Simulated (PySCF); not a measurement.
C₂H₅F₄PSi₂: full NMR table

```yaml
Formula: C2H5F4PSi2
SMILES: FC(F)=C(F)[Si@H](F)[SiH2]P
Point_group_of_the_computed_structure: C1
Carbon_signals: 2
Proton_signals: 4
```

Structure with atom numbers: `[F:1][C:2]([F:3])=[C:4]([F:5])[Si@H:6]([F:7])[SiH2:8][PH2:9]`. Hydrogens are named by the atom that carries them. Ha(Si8) is pro-R; Hb(Si8) is pro-S.

In vacuum, one computed conformer, no relativistic terms, one averaged value for each set of equivalent atoms. GFN2-xTB geometry; shielding tensors at PBE0/pcSseg-1 (GIAO); PySCF.

δ = σ(ref) − σ, references computed at the same level: ¹H (31.72 ppm), ¹³C (186.93 ppm), ²⁹Si (349.16 ppm) against TMS; ¹⁹F (170.95 ppm) vs CFCl3; ³¹P (318.38 ppm) against H3PO4.

| carbon | δC, type | δH (multiplicity) | HMBC from (2–3 bonds) | span of the C tensor (ppm) |
| --- | --- | --- | --- | --- |
| C2 | 174.4, C | – | H(Si6) | 117 |
| C4 | 141.1, C | – | H(Si6), Ha(Si8), Hb(Si8) | 72 |

Other nuclei:
```tsv
atoms	nucleus	environment	δ (ppm)	σ (ppm)
H(Si6)	¹H	hydrogen on a silicon bonded to C, F, Si	5.79	25.93
Ha(Si8)	¹H	hydrogen on a silicon bonded to P, Si	4.62	27.10
Hb(Si8)	¹H	hydrogen on a silicon bonded to P, Si	4.07	27.64
H(P9)	¹H	hydrogen on a phosphorus bonded to Si	1.31	30.40
F1	¹⁹F	vinylic fluorine	-83.7	254.6
F3	¹⁹F	vinylic fluorine	-112.1	283.0
F7	¹⁹F	fluorine bonded to Si	-213.9	384.8
F5	¹⁹F	vinylic fluorine	-217.1	388.1
P9	³¹P	phosphorus bonded to Si, 2 H	-314.9	633.2
Si6	²⁹Si	silicon bonded to C, F, Si, H	15.9	333.2
Si8	²⁹Si	silicon bonded to P, Si, 2 H	-93.1	442.3
```

- δC 174.4, 141.1: fully substituted alkene carbon.
- δH 5.79: hydrogen on a silicon bonded to C, F, Si.
- δH 4.62, 4.07: hydrogen on a silicon bonded to P, Si.
- δH 1.31: hydrogen on a phosphorus bonded to Si.

Splittings by ¹⁹F and ³¹P in the carbon and heteronuclear signals aren't shown, as no couplings were computed. Shifts are as computed. Against solution values, carbons near 30 ppm lie about +3 ppm off and those near 130 ppm about +5 ppm. Of 1211 compounds with measured shifts, 218 miss one by over three times the rms of a fit or turn the order of signals round; such compounds aren't used in these exercises. Unscaled 19F shifts against computed CFCl3 carry errors that often reach 10 to 50 ppm. Experimental scales use liquid or dissolved standards, which lie at an offset from isolated H3PO4. No couplings were computed; multiplicities are counted from neighbouring protons, with m where these are inequivalent, close in shift, in a saturated or five-membered ring or joined by F or P, and br s for small geminal =CH2 splittings.
